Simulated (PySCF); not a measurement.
Isomers of C5H2F4O2, one GFN2-xTB conformer each. Single-point energies are computed at PBE0/pcSseg-1 (PySCF, gas phase, no added dispersion term), electronic only.

| SMILES | GFN2-xTB relative energy (kcal/mol) |
| --- | --- |
| FC1=C(C(F)(F)F)OC=CO1 | 32.1 |
| Fc1occc1OC(F)(F)F | 0.0 |

Conformers: `[F:1][c:2]1[o:3][cH:4][cH:5][c:6]1[O:7][C:8]([F:9])([F:10])[F:11]` with C5–C6–O7–C8 6°.

Task: What does PBE0/pcSseg-1 give for the same structures?

Result: 
```json
{"SMILES": "Fc1occc1OC(F)(F)F", "PBE0/pcSseg-1 E (Eh)": "-740.70065", "PBE0/pcSseg-1 (kcal/mol)": "0.0", "GFN2-xTB (kcal/mol)": "0.0", "point group": "near Cs"}
{"SMILES": "FC1=C(C(F)(F)F)OC=CO1", "PBE0/pcSseg-1 E (Eh)": "-740.66193", "PBE0/pcSseg-1 (kcal/mol)": "24.3", "GFN2-xTB (kcal/mol)": "32.1", "point group": "–"}
```

Both levels put the same isomer lowest. As drawn, the lower has an aromatic ring, which the higher lacks; the higher has a C=C bond outside aromatic rings, which the lower lacks.

Task: Which frontier levels, dipoles and rotational constants go with these structures?

Result: 
```csv
SMILES,"HOMO (eV, PBE0/pcSseg-1)",LUMO (eV),dipole (D),"A, B, C (MHz)"
Fc1occc1OC(F)(F)F,-7.06,-0.24,2.34,"2283, 727.4, 609.4"
FC1=C(C(F)(F)F)OC=CO1,-6.52,-1.00,3.55,"1876, 948.1, 706.9"
```
